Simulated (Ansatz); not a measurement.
Nudged elastic band run: ClF2H2NSi

Input:

```yaml
crystal:
  periodic: [false, false, false]
  atoms:
    - { symbol: "N", position_ang: [-0.709306, 0.549544, 0.609002] }
    - { symbol: Si, position_ang: [0.370358, -0.42371, -0.253627] }
    - { symbol: F, position_ang: [1.643109, -0.699358, 0.689358] }
    - { symbol: F, position_ang: [-0.31822, -1.827593, -0.628309] }
    - { symbol: Cl, position_ang: [1.074214, 0.335996, -2.027804] }
    - { symbol: H, position_ang: [-1.625663, 0.798615, 0.252913] }
    - { symbol: H, position_ang: [-0.373292, 1.198505, 1.312766] }
basis:
  gaussian: { orbitals: def2-SVP }
hamiltonian:
  xc: b3lyp
neb:
  order_check: false
  images: 5
  f_tol: 0.03
  max_iterations: 60
  initial_path: idpp
  final_atoms:
    - { symbol: "N", position_ang: [-0.72804197, 0.60694943, 0.49468416] }
    - { symbol: Si, position_ang: [0.3925301, -0.41551229, -0.24473172] }
    - { symbol: F, position_ang: [1.79484699, -0.56145017, 0.53880359] }
    - { symbol: F, position_ang: [-0.18130404, -1.91843223, -0.29872857] }
    - { symbol: Cl, position_ang: [0.81299518, 0.26626875, -2.12602032] }
    - { symbol: H, position_ang: [-0.83486232, 1.57792809, 0.22484411] }
    - { symbol: H, position_ang: [-1.19496394, 0.37624742, 1.36544775] }
```

Run as:

```bash
$ ansatz run input.yaml --threads 1 --pin off --max-ram 2048MiB --backend cpu --events-out ev --progress --plain --runs-dir out
```

Output, in part (warnings, iteration lines, the closing report on the highest movable image, with atoms numbered from 0):

```
NEB end point (image 0): max|allowed force component| = 4.487e-3 eV/Å (the criterion of neb.relax_end_points is 1.000e-2)
NEB end point (image 6): max|allowed force component| = 1.233e-2 eV/Å (the criterion of neb.relax_end_points is 1.000e-2)
NEB iter   1: max|band force component| = 3.569e-1 eV/Å  barrier→ = 0.0286 eV  barrier← = 0.0419 eV  CI = image 3  Δτ_max = 0.0428 Å  (180 SCF iters)
NEB iter   2: max|band force component| = 3.100e-1 eV/Å  barrier→ = 0.0088 eV  barrier← = 0.0222 eV  CI = image 2  Δτ_max = 0.0482 Å  (124 SCF iters)
NEB iter   3: max|band force component| = 1.046e-1 eV/Å  barrier→ = 0.0013 eV  barrier← = 0.0147 eV  CI = image 1  Δτ_max = 0.0223 Å  (124 SCF iters)
NEB iter   4: max|band force component| = 5.470e-2 eV/Å  barrier→ = 0.0004 eV  barrier← = 0.0138 eV  CI = image 1  Δτ_max = 0.0345 Å  (124 SCF iters)
NEB iter   5: max|band force component| = 1.013e-1 eV/Å  barrier→ = 0.0003 eV  barrier← = 0.0136 eV  CI = image 1  Δτ_max = 0.0172 Å  (118 SCF iters)
NEB iter   6: max|band force component| = 7.175e-2 eV/Å  barrier→ = 0.0002 eV  barrier← = 0.0135 eV  CI = image 1  Δτ_max = 0.0172 Å  (124 SCF iters)
NEB iter   7: max|band force component| = 2.688e-2 eV/Å  barrier→ = 0.0002 eV  barrier← = 0.0136 eV  CI = image 1  Δτ_max = 0.0000 Å  (256 SCF iters)
Total energy: -27351.17724202 eV, -1005.1372243505 hartree
Atom 0 at    -0.711944     0.569324     0.578096 Å, force     0.009430     0.001855     0.000760 eV/Å
Atom 1 at     0.368693    -0.424585    -0.256752 Å, force    -0.007345     0.003594     0.004290 eV/Å
Atom 2 at     1.646451    -0.645804     0.694894 Å, force    -0.001309     0.002145    -0.005275 eV/Å
Atom 3 at    -0.267588    -1.866476    -0.580739 Å, force     0.001097    -0.003689    -0.001682 eV/Å
Atom 4 at     1.013932     0.299123    -2.065733 Å, force     0.002756    -0.002305     0.000864 eV/Å
Atom 5 at    -1.575166     0.922318     0.181486 Å, force     0.000769    -0.000133     0.000503 eV/Å
Atom 6 at    -0.413178     1.078098     1.403048 Å, force    -0.005397    -0.001467     0.000540 eV/Å
Dipole moment:    -0.355295     0.466996     0.210839 e Å
```

It converged. The top lies less than 8 meV above the higher end, about what the thresholds resolve: that end is a shoulder or a very shallow well. A vibrational analysis at the climbing image gives one clearly imaginary mode, 72i cm⁻¹: a first-order saddle point.

Final band (atoms are numbered from 1 in the order of the input):

| image | path coordinate (Å) | energy (eV) | dihedral H7–N1–Si2–F4 (°) |
| --- | --- | --- | --- |
| 0 | 0.00 | 0.000 | 148 |
| 1 | 0.25 | 0.000 | 133 |
| 2 | 0.58 | -0.004 | 109 |
| 3 | 0.91 | -0.010 | 88 |
| 4 | 1.24 | -0.013 | 69 |
| 5 | 1.56 | -0.013 | 59 |
| 6 | 1.89 | -0.013 | 47 |

The run took 3.6 min on 1 thread of Arm Neoverse N1, on a shared host, peak memory 0.27 GiB.
